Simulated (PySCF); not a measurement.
Computed IR spectrum (relative IR intensity) of a molecule C2H3BF2O. Coordinates come from a PBE-D3(BJ)/def2-SVP optimisation. The values are those of a single conformer. Calculation: PBE-D3(BJ)/def2-SVP (PySCF). Frequencies are harmonic and unscaled.

| ν (cm⁻¹) | relative intensity |
|---|---|
| 325 | 5.2 |
| 534 | 15 |
| 635 | 8.9 |
| 917 | 5.7 |
| 1100 | 53 |
| 1287 | 33 |
| 1329 | 51 |
| 1371 | 14 |
| 1381 | 6.4 |
| 1426 | 100 |
| 1730 | 46 |

### Question
Which molecule gave these data?
A. CC(=O)B(F)F
B. OB(F)/C=C/F
C. C=COB(F)F
D. C=C(F)B(O)F

### Answer
A, CC(=O)B(F)F
